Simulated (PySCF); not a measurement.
C₃H₃BrF₂.
Cartesian coordinates in Å at the PBE0-D3(BJ)/def2-SVP level; atoms count from 1:
```xyz
9
C3H3BrF2 angstrom
C     -1.369    0.040   -0.435
C     -0.284    0.475    0.200
C      0.976   -0.317    0.288
F      1.398   -0.410    1.553
F      0.842   -1.552   -0.192
Br     2.396    0.582   -0.736
H     -1.383   -0.931   -0.935
H     -2.275    0.648   -0.473
H     -0.242    1.445    0.701
```

Computed with PBE0-D3(BJ)/def2-SVP geometry optimisation, gas phase (PySCF).

Take the most abundant isotopes and a rigid rotor. The values belong to one conformer with, in the numbering `[CH2:1]=[CH:2][C:3]([F:4])([F:5])[Br:6]`, C1–C2–C3–F4 -129°.

(1) Give the principal moments of inertia and the rotational constants in MHz.

(2) What kind of rotor is it?

(3) What does the inertial defect say?

(4) Give the other two planar moments, Paa and Pbb, and the rms extents of the mass along the axes.

(5) Where do the levels up to J = 4 lie, in K?

(6) Which types of transition are allowed, and where do some lines up to J = 3 fall?

## Answers

(1) Ia = 139.50, Ib = 315.04, Ic = 358.29 u·Å²; 505379 MHz·u·Å²/I gives A = 3623, B = 1604, C = 1411 MHz.

(2) An asymmetric top. Ray's parameter κ = (2B − A − C)/(A − C) = -0.825; −1 is the prolate and +1 the oblate limit.

(3) Not planar: Δ = Ic − Ia − Ib = -96.25 u·Å². For a rigid frame Δ = −2 Σ m c², so Σ m c² = 48.13 u·Å² lies off the ab plane: 4.41 from hydrogen and 43.71 from heavier atoms. The atom farthest from that plane is 1.73 Å away.

(4) Paa = Σ m a² = (Ib + Ic − Ia)/2 = 266.91 and Pbb = Σ m b² = (Ia + Ic − Ib)/2 = 91.38 u·Å². With the mass M = 155.94 u, the rms extents √(P/M) along a, b and c are 1.31, 0.77, 0.56 Å.

(5) Above 0(0,0), as E/k:
J = 1: 1(0,1) 0.145, 1(1,1) 0.242, 1(1,0) 0.251
J = 2: 2(0,2) 0.433, 2(1,2) 0.522, 2(1,1) 0.550, 2(2,1) 0.840, 2(2,0) 0.841
J = 3: 3(0,3) 0.865, 3(1,3) 0.941, 3(1,2) 0.997, 3(2,2) 1.274, 3(2,1) 1.277, 3(3,1) 1.782, 3(3,0) 1.782
J = 4: 4(0,4) 1.437, 4(1,4) 1.500, 4(1,3) 1.593, 4(2,3) 1.852, 4(2,2) 1.862, 4(3,2) 2.362, 4(3,1) 2.362, 4(4,1) 3.072, 4(4,0) 3.072
Those of J = 1 are B + C, A + C and A + B.

(6) The dipole components are |μa| = 1.53 D, |μb| = 1.45 D, |μc| = 0.56 D. The squared components, which scale the intensities, stand as 1.00 : 0.90 : 0.13 (a : b : c). Some lines, for components of 0.1 D or more:

```csv
type,branch,"J(Ka,Kc)",MHz,lower level (cm⁻¹)
a,Q,"2(1,1) ← 2(1,2)",581,0.363
c,Q,"1(1,1) ← 1(0,1)",2019,0.101
c,R,"1(1,0) ← 0(0,0)",5227,0.000
c,Q,"2(2,1) ← 2(1,1)",6056,0.382
b,Q,"2(2,0) ← 2(1,1)",6069,0.382
a,R,"2(1,1) ← 1(1,0)",6223,0.174
b,R,"3(0,3) ← 2(1,2)",7153,0.363
b,R,"3(1,3) ← 2(0,2)",10584,0.301
c,R,"2(2,1) ← 1(1,1)",12472,0.168
c,R,"3(3,0) ← 2(2,0)",19616,0.584
```

Stationary, but not proved a minimum. These are rigid-rotor constants of the computed structure; measured ground-state constants (B0) also hold zero-point vibration. Quadrupole hyperfine structure (79Br) is left out.
